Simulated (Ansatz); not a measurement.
CH$_{10}$AlBSi$_{2}$ (`CB[SiH2][SiH2][AlH2]`), relaxed with RKS PBE-D4/def2-SVP in Ansatz from a rough embedded geometry. The force threshold is 0.03 eV/Å; the program also tests the step.

Total charge 0; spin multiplicity 1.

Start:

```xyz
15

C    -0.883   -1.878   -0.451
B    -0.443   -0.892   -1.534
Si   -0.389    1.002   -1.151
Si    1.244    1.516    0.297
Al    0.591    0.598    2.448
H    -1.114   -1.393    0.532
H    -0.004   -2.596   -0.222
H    -1.707   -2.480   -0.765
H    -0.158   -1.313   -2.650
H    -0.051    1.713   -2.447
H    -1.690    1.454   -0.695
H     1.376    2.922    0.429
H     2.482    0.831   -0.059
H    -0.761    1.024    3.135
H     1.507   -0.507    3.136
```

| step | energy (eV) | largest force (eV/Å) | largest move (Å) |
| --- | --- | --- | --- |
| 1 | -24203.5815 | 2.129 | 0.000 |
| 2 | -24204.0503 | 0.639 | 0.195 |
| 3 | -24204.0975 | 0.113 | 0.089 |
| 4 | -24204.1063 | 0.106 | 0.057 |
| 5 | -24204.1134 | 0.092 | 0.081 |
| 6 | -24204.1264 | 0.101 | 0.195 |
| 7 | -24204.1353 | 0.110 | 0.195 |
| 8 | -24204.1446 | 0.148 | 0.195 |
| 9 | -24204.1485 | 0.130 | 0.080 |
| 10 | -24204.1527 | 0.067 | 0.112 |
| 11 | -24204.1533 | 0.099 | 0.061 |
| 12 | -24204.1556 | 0.041 | 0.028 |
| 13 | -24204.1560 | 0.029 | 0.015 |
| 14 | -24204.1566 | 0.024 | 0.035 |
| 15 | -24204.1571 | 0.029 | 0.043 |
| 16 | -24204.1574 | 0.035 | 0.052 |
| 17 | -24204.1576 | 0.021 | 0.013 |

End:

```xyz
15

C    -0.791   -1.618   -0.072
B    -0.386   -0.874   -1.396
Si   -0.382    1.131   -1.445
Si    1.242    1.515    0.247
Al    0.471    0.079    2.089
H    -1.177   -0.983    0.767
H     0.049   -2.257    0.286
H    -1.604   -2.349   -0.286
H     0.027   -1.556   -2.320
H    -0.096    1.825   -2.750
H    -1.661    1.681   -0.853
H     1.261    2.990    0.580
H     2.605    1.141   -0.287
H    -0.865    0.481    2.883
H     1.307   -1.208    2.558
```

Hardware: 4 threads of a server CPU on a shared host. Wall time 30 s, peak host memory 0.19 GiB.
